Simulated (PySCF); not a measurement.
Species: C4H7FSi.
Atom-mapped SMILES: `[F:1]/[CH:2]=[CH:3]/[C@@H:4]1[CH2:5][SiH2:6]1` (hydrogens: H7 on C2; H8 on C3; H9 on C4; H10, H11 on C5; H12, H13 on Si6)

Theory: PySCF, PBE0-D3(BJ)/def2-SVP geometry optimisation, gas phase.

(1) List the bond lengths, angles and torsions at this level.

Answers

(1) 
```csv
bond,length (Å)
F1–C2,1.334
C2=C3,1.332
C3–C4,1.473
C4–C5,1.544
C5–Si6,1.856
C4–Si6,1.885
C2–H7,1.095
C3–H8,1.096
C4–H9,1.097
C5–H10,1.095
C5–H11,1.096
Si6–H12,1.484
Si6–H13,1.484
```

A selection of angles:
```csv
angle,degrees
F1–C2–C3,122.1
F1–C2–H7,112.8
C3–C2–H7,125.1
C2–C3–C4,124.3
C2–C3–H8,117.3
C4–C3–H8,118.4
C3–C4–C5,118.6
C3–C4–Si6,121.7
C3–C4–H9,114.0
C5–C4–Si6,64.7
C5–C4–H9,114.2
Si6–C4–H9,114.8
C4–C5–Si6,66.6
C4–C5–H10,116.3
C4–C5–H11,115.7
Si6–C5–H10,119.7
Si6–C5–H11,118.8
H10–C5–H11,112.4
C5–Si6–H12,118.6
C5–Si6–H13,119.7
C4–Si6–C5,48.7
C4–Si6–H12,118.1
C4–Si6–H13,119.2
H12–Si6–H13,115.9
```

Dihedral angles: F1–C2–C3–C4 -179° (antiperiplanar); C2–C3–C4–C5 -142° (anticlinal); C3–C4–C5–Si6 -114° (anticlinal); C3–C4–Si6–C5 109° (anticlinal).

The 2 C–Si bonds span 1.856 Å (C5–Si6, drawn single) to 1.885 Å (C4–Si6, drawn single), a spread of 0.029 Å. The 3-membered ring C4–C5–Si6 has internal angles of 48.7° to 66.6°. Si6 (SiH2 silicon) has angles from 48.7° to 119.7°. The C–C distances run from 1.332 Å (C2=C3, drawn double) to 1.544 Å (C4–C5, drawn single), a spread of 0.212 Å.

Point group: C1 (no symmetry element, even within 0.4 Å). No PBE0-D3(BJ)/def2-SVP frequencies stand behind this structure, so it isn't proved a minimum. One conformer, not necessarily the lowest.

Time: 88 s of wall time; peak memory 0.51 GiB. Hardware: one thread, Arm Neoverse N1 (aarch64), shared host with 64 logical CPUs at a one-minute load of 61. That covers the optimisation of the geometry.
